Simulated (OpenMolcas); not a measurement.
## Ionisation energies of phosphorus

```json
{
  "Program": "OpenMolcas 26.06",
  "Basis": "ANO-L-VTZP [5s4p2d1f]",
  "Scalar Hamiltonian": "non-relativistic, point nucleus",
  "Spin-orbit coupling": "state interaction with AMFI integrals over the reference wave functions, term energies averaged over their components"
}
```

Active shells in each charge state: the valence s, p shells, with orbitals averaged over the low states. Where CASPT2's correlated closed shells are named, they are those of the first ion.

A. CASSCF
B. SS-CASPT2, IPEA 0.25 Eh, imaginary shift 0.1 Eh (closed shells correlated: 2s 2p)
C. SS-CASPT2, IPEA 0.25 Eh, imaginary shift 0.1 Eh (closed shells correlated: none)
D. SS-CASPT2, IPEA 0 Eh, imaginary shift 0.1 Eh (closed shells correlated: 2s 2p)

Energies in eV between the lowest computed levels, named as in B; reference values from the NIST Atomic Spectra Database with their kind.

```json
{"From": "P+ 3s2 3p2 3P0", "To": "P2+ 3s2 3p 2P* 1/2", "A": "18.780", "B": "19.480", "C": "19.476", "D": "19.602", "Spin-orbit share in B": "-0.007", "Reference": "19.769 (semi-empirical)"}
{"From": "P2+ 3s2 3p 2P* 1/2", "To": "P3+ 3s2 1S0", "A": "28.959", "B": "29.746", "C": "29.741", "D": "29.870", "Spin-orbit share in B": "+0.041", "Reference": "30.203 (measured)"}
{"From": "P3+ 3s2 1S0", "To": "P4+ 3s 2S 1/2", "A": "50.952", "B": "51.030", "C": "51.010", "D": "51.032", "Spin-orbit share in B": "+0.000", "Reference": "51.444 (measured)"}
{"From": "P4+ 3s 2S 1/2", "To": "P5+ 2p6 1S0", "A": "64.440", "B": "64.479", "C": "64.440", "D": "64.480", "Spin-orbit share in B": "+0.000", "Reference": "65.025 (measured)"}
```

Steps that some method lacks are left out, and so are those with a state whose active s or d shell is doubly occupied in every root (s and p with five to eight electrons, d10) over a frozen core shell of the same l, since the two then mix freely.

Error against the reference values, in %:

```tsv
From	Reference	A	B	C	D
P+	semi-empirical	-5.0	-1.5	-1.5	-0.8
P2+	measured	-4.1	-1.5	-1.5	-1.1
P3+	measured	-1.0	-0.8	-0.8	-0.8
P4+	measured	-0.9	-0.8	-0.9	-0.8
```

Mean absolute error over the 3 measured values: A 0.77 eV, B 0.47 eV, C 0.49 eV, D 0.43 eV.

* marks odd parity.
